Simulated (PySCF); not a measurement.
# Radial density of Tb (terbium, neutral)

r2SCAN0, [Xe] 4f9 6s2, one real determinant. Calculation: PySCF 2.14, in cc-pVDZ-X2C; the spin-free X2C one-electron Hamiltonian (Gaussian nucleus).

| r (bohr) | 4πr²ρ (e/bohr) | 4πr²(ρα − ρβ) |
| --- | --- | --- |
| 0.0180 | 85.30 | 0.0032 |
| 0.0302 | 76.48 | 0.0074 |
| 0.0509 | 105.4 | 0.0137 |
| 0.0856 | 104.7 | 0.0166 |
| 0.144 | 91.74 | 0.2286 |
| 0.242 | 82.04 | 1.5605 |
| 0.407 | 45.99 | 5.0290 |
| 0.685 | 38.12 | 5.6267 |
| 1.15 | 12.93 | 2.4276 |
| 1.94 | 4.169 | 0.2846 |
| 3.26 | 0.8073 | 0.0185 |
| 5.48 | 0.3062 | -0.0078 |
| 9.22 | 0.01308 | -0.0024 |
| 15.5 | 1.705e-05 | 0.0000 |

Densities and radii are taken from the X2C orbitals without a picture-change correction, which distorts them close to the nucleus.

⟨L²⟩ = 24.01 against 30 for a pure H term, so this real determinant mixes terms. Spin-orbit coupling, absent here, splits the open shell strongly.

Where is the radial spin density 4πr²(ρα − ρβ) most negative, and why is it negative at all?

Around r = 5.48 bohr, down to -0.0078 e/bohr: exchange with the open shell polarises the paired shells in an unrestricted calculation.
